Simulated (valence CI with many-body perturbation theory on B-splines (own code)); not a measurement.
**E1 transitions of Pb LXXVII**

Calculated by relativistic CI+MBPT: four valence electrons over a frozen Dirac-Fock core [He], radial functions for each j: 11 s, 11 p, 9 d, 7 f, 5 g, 2 h, 1 i, with the one-electron correlation potential Σ1, the two-electron term Σ2, the three-electron term Σ3, Breit, model QED; selected CI, second order for the rest (own B-spline code, finite nucleus).

No measured spectrum was set against this ion. As an estimate, large intervals hold to a few tenths of a per cent, small ones and those within an open d or f shell to about a per cent. Among the levels kept, up to 340 cm⁻¹ of a level comes from second order outside the variational space, and about a tenth of that is noise between levels of different J, which matters for small intervals.

Lines 151 to 200 of 244 in falling wavelength, among levels below 17032 eV, chosen from the strongest by gf and those to the six lowest levels. Wavelengths and rates use the calculated energies. Electric multipoles are in the length gauge, E1 and E2 with the static RPA response of the core. Weak lines are less certain than strong ones. Lines between different terms over intervals too small for the method are left out, as are lines whose strength nearly cancels. The highest levels of a list are the least certain.

Levels are named by their leading jj configuration (3d3/2^4 stands for four electrons in 3d with j = 3/2), which in mixed levels can hold well under half, so a name can repeat and another be missing. Letters in brackets count levels of one name in rising energy.

| λ vac (Å) | Upper | Lower | A (s⁻¹) | S (a.u.) |
| --- | --- | --- | --- | --- |
| 1.026 | (2s^2 2p1/2 3d5/2) J=2 | (2s^2 2p1/2 2p3/2) J=1 | 2.08e+15 | 5.53e-03 |
| 1.025 | (2s^2 2p3/2 3d5/2) J=2 | (2s^2 2p3/2^2) J=2 | 1.27e+15 | 3.37e-03 |
| 1.024 | (2s 2p1/2 2p3/2 3d5/2) J=3 [b] | (2s 2p1/2 2p3/2^2) J=2 [a] | 2.55e+14 | 9.44e-04 |
| 1.024 | (2s^2 2p3/2 3d5/2) J=3 | (2s^2 2p3/2^2) J=2 | 3.49e+15 | 1.29e-02 |
| 1.023 | (2s 2p1/2 2p3/2 3p3/2) J=2 [b] | (2s^2 2p3/2^2) J=2 | 5.12e+13 | 1.35e-04 |
| 1.022 | (2s^2 2p3/2 3d5/2) J=1 | (2s^2 2p3/2^2) J=2 | 1.88e+14 | 2.97e-04 |
| 1.022 | (2s 2p1/2 2p3/2 3p3/2) J=3 [b] | (2s^2 2p3/2^2) J=2 | 3.77e+14 | 1.39e-03 |
| 1.022 | (2s 2p1/2 2p3/2 3p3/2) J=1 [b] | (2s^2 2p3/2^2) J=2 | 2.81e+13 | 4.43e-05 |
| 1.021 | (2s 2p1/2^2 3p3/2) J=2 | (2s^2 2p1/2 2p3/2) J=2 | 7.70e+12 | 2.02e-05 |
| 1.019 | (2s 2p1/2^2 3p3/2) J=2 | (2s^2 2p1/2 2p3/2) J=1 | 7.80e+13 | 2.04e-04 |
| 1.016 | (2s 2p1/2 2p3/2 3p3/2) J=3 [c] | (2s^2 2p3/2^2) J=2 | 4.04e+13 | 1.47e-04 |
| 1.015 | (2s 2p1/2 2p3/2 3p3/2) J=2 [d] | (2s^2 2p3/2^2) J=2 | 9.86e+12 | 2.54e-05 |
| 0.9381 | (2s 2p1/2 2p3/2 3s) J=2 [b] | (2s 2p1/2^2 2p3/2) J=1 | 1.06e+13 | 2.16e-05 |
| 0.9361 | (2s 2p1/2 2p3/2 3s) J=2 [a] | (2s 2p1/2^2 2p3/2) J=2 | 5.15e+13 | 1.04e-04 |
| 0.9337 | (2s 2p1/2 2p3/2 3s) J=1 [a] | (2s 2p1/2^2 2p3/2) J=2 | 6.94e+13 | 8.36e-05 |
| 0.9335 | (2s 2p1/2 2p3/2 3s) J=0 | (2s 2p1/2^2 2p3/2) J=1 | 8.62e+13 | 3.46e-05 |
| 0.9335 | (2s 2p1/2 2p3/2 3s) J=1 [b] | (2s 2p1/2^2 2p3/2) J=1 | 7.76e+13 | 9.35e-05 |
| 0.9332 | (2s 2p1/2 2p3/2 3s) J=3 | (2s 2p1/2^2 2p3/2) J=2 | 8.72e+13 | 2.45e-04 |
| 0.9329 | (2s 2p1/2 2p3/2 3s) J=1 [c] | (2s 2p1/2^2 2p3/2) J=1 | 1.29e+13 | 1.55e-05 |
| 0.9327 | (2s 2p1/2 2p3/2 3s) J=2 [c] | (2s 2p1/2^2 2p3/2) J=1 | 6.45e+13 | 1.29e-04 |
| 0.9315 | (2s^2 2p1/2 3s) J=1 | (2s^2 2p1/2^2) J=0 | 8.04e+13 | 9.62e-05 |
| 0.9310 | (2s 2p1/2 2p3/2 3s) J=2 [b] | (2s 2p1/2^2 2p3/2) J=2 | 3.49e+13 | 6.95e-05 |
| 0.9287 | (2s^2 2p3/2 3s) J=2 | (2s^2 2p1/2 2p3/2) J=2 | 5.29e+13 | 1.05e-04 |
| 0.9280 | (2s^2 2p3/2 3s) J=1 | (2s^2 2p1/2 2p3/2) J=2 | 8.42e+13 | 9.96e-05 |
| 0.9275 | (2s^2 2p3/2 3s) J=2 | (2s^2 2p1/2 2p3/2) J=1 | 4.57e+13 | 8.99e-05 |
| 0.9268 | (2s^2 2p3/2 3s) J=1 | (2s^2 2p1/2 2p3/2) J=1 | 2.00e+13 | 2.36e-05 |
| 0.9053 | (2s^2 2p3/2 3p3/2) J=1 | (2s 2p1/2^2 2p3/2) J=1 | 6.56e+12 | 7.21e-06 |
| 0.9052 | (2s 2p1/2 2p3/2 3p1/2) J=1 [a] | (2s^2 2p1/2 2p3/2) J=2 | 7.45e+13 | 8.18e-05 |
| 0.9040 | (2s 2p1/2 2p3/2 3p1/2) J=1 [a] | (2s^2 2p1/2 2p3/2) J=1 | 2.14e+14 | 2.35e-04 |
| 0.9033 | (2s 2p1/2 2p3/2 3p1/2) J=2 [a] | (2s^2 2p1/2 2p3/2) J=1 | 5.43e+14 | 9.88e-04 |
| 0.9030 | (2s^2 2p3/2 3p3/2) J=2 | (2s 2p1/2^2 2p3/2) J=1 | 4.00e+12 | 7.26e-06 |
| 0.9027 | (2p1/2^2 2p3/2 3p1/2) J=1 | (2s 2p1/2^2 2p3/2) J=1 | 2.18e+14 | 2.38e-04 |
| 0.9027 | (2p1/2^2 2p3/2 3p1/2) J=2 | (2s 2p1/2^2 2p3/2) J=1 | 6.31e+14 | 1.15e-03 |
| 0.9024 | (2s 2p1/2 2p3/2 3p1/2) J=3 | (2s^2 2p1/2 2p3/2) J=2 | 7.78e+14 | 1.98e-03 |
| 0.9015 | (2s 2p1/2^2 3p1/2) J=1 | (2s^2 2p1/2^2) J=0 | 8.28e+14 | 8.99e-04 |
| 0.8992 | (2s 2p1/2 2p3/2 3p1/2) J=2 [b] | (2s^2 2p1/2 2p3/2) J=2 | 4.45e+14 | 7.98e-04 |
| 0.8987 | (2s^2 2p3/2 3p3/2) J=3 | (2s 2p1/2^2 2p3/2) J=2 | 7.09e+12 | 1.78e-05 |
| 0.8980 | (2s 2p1/2 2p3/2 3p1/2) J=2 [b] | (2s^2 2p1/2 2p3/2) J=1 | 7.56e+13 | 1.35e-04 |
| 0.8968 | (2s 2p1/2 2p3/2 3p1/2) J=1 [b] | (2s^2 2p1/2 2p3/2) J=2 | 2.19e+14 | 2.34e-04 |
| 0.8967 | (2s 2p1/2 2p3/2 3p1/2) J=2 [c] | (2s^2 2p1/2 2p3/2) J=2 | 3.22e+14 | 5.74e-04 |
| 0.8964 | (2s^2 2p3/2 3p3/2) J=2 | (2s 2p1/2^2 2p3/2) J=2 | 4.07e+12 | 7.23e-06 |
| 0.8961 | (2p1/2^2 2p3/2 3p1/2) J=1 | (2s 2p1/2^2 2p3/2) J=2 | 1.09e+15 | 1.16e-03 |
| 0.8961 | (2p1/2^2 2p3/2 3p1/2) J=2 | (2s 2p1/2^2 2p3/2) J=2 | 6.67e+14 | 1.18e-03 |
| 0.8957 | (2s 2p1/2 2p3/2 3p1/2) J=0 | (2s^2 2p1/2 2p3/2) J=1 | 7.74e+14 | 2.74e-04 |
| 0.8957 | (2s 2p1/2 2p3/2 3p1/2) J=1 [b] | (2s^2 2p1/2 2p3/2) J=1 | 4.87e+14 | 5.18e-04 |
| 0.8955 | (2s 2p1/2 2p3/2 3p1/2) J=2 [c] | (2s^2 2p1/2 2p3/2) J=1 | 1.32e+14 | 2.34e-04 |
| 0.8929 | (2s 2p1/2 2p3/2 3p1/2) J=1 [c] | (2s^2 2p1/2 2p3/2) J=2 | 4.30e+14 | 4.53e-04 |
| 0.8917 | (2s 2p1/2 2p3/2 3p1/2) J=1 [c] | (2s^2 2p1/2 2p3/2) J=1 | 7.76e+13 | 8.14e-05 |
| 0.8838 | (2s 2p1/2 2p3/2 3d3/2) J=2 [a] | (2s 2p1/2^2 2p3/2) J=1 | 1.85e+13 | 3.15e-05 |
| 0.8799 | (2p1/2^2 2p3/2 3s) J=2 | (2s^2 2p1/2 2p3/2) J=1 | 3.82e+12 | 6.43e-06 |
